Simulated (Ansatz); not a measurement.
Consider the atomization: `C[Si@@H]1N[C@H]1F` → 2 C• + F• + 6 H• + N• + Si•.

Isolated molecules relaxed with PBE0-D4/def2-TZVP in Ansatz; ΔE leaves out vibrations. CCSD(T)/CBS adds triple-zeta CCSD(T) − MP2 to the extrapolated MP2 energy (def2 sets, frozen cores). This one scheme is used for every species, atoms too. For atomizations the MP2-based limit and the directly extrapolated one differ by several kJ/mol either way, and by 10 to 25 for some Ge, Se and Sn compounds, so smaller differences from it don't rank the levels. DFT in def2-TZVPP. B3LYP here is the variant with VWN-RPA as its local correlation; programs differ in this. Open shells (•) are unrestricted, without spin–orbit coupling. Spin–orbit coupling would lower the free atoms: a little for C, F, Si.

`C[Si@@H]1N[C@H]1F`:

Z-matrix (Å, degrees):
```
C
Si 1 1.858
H 1 1.091 2 111.0
H 1 1.093 2 110.4 3 120.6
H 1 1.094 2 110.6 3 -120.4
N 2 1.700 1 121.9 3 39.9
C 2 1.851 1 123.0 3 -16.4
H 2 1.481 1 112.4 3 -175.1
H 6 1.006 2 148.7 1 24.0
F 7 1.386 2 123.6 1 -153.0
H 7 1.091 2 124.1 1 -1.2
```

| level | ΔE (kcal/mol) |
| --- | --- |
| B3LYP-D4 | 963.2 |
| HF/def2-SVP | 677.4 |

(1) What does CCSD(T)/CBS give? (Best estimate.)

Largest T1 diagnostic among the species: 0.012.

Answers

(1) Ansatz gave: +961.1 kcal/mol. The listed levels differ from it by 2.1, -283.7 kcal/mol.

In def2-TZVPP, CCSD(T) changes the Hartree–Fock value by +256.4 kcal/mol (the triples alone add +15.6 kcal/mol) and MP2 by +273.5 kcal/mol; breaking electron pairs costs correlation energy, which Hartree–Fock lacks. The D4 term adds +7.7 kcal/mol with B3LYP and +4.0 kcal/mol with PBE0; it sums over pairs of atoms, weighted by their polarisabilities, and B3LYP, whose exchange is more repulsive, gets the larger term.
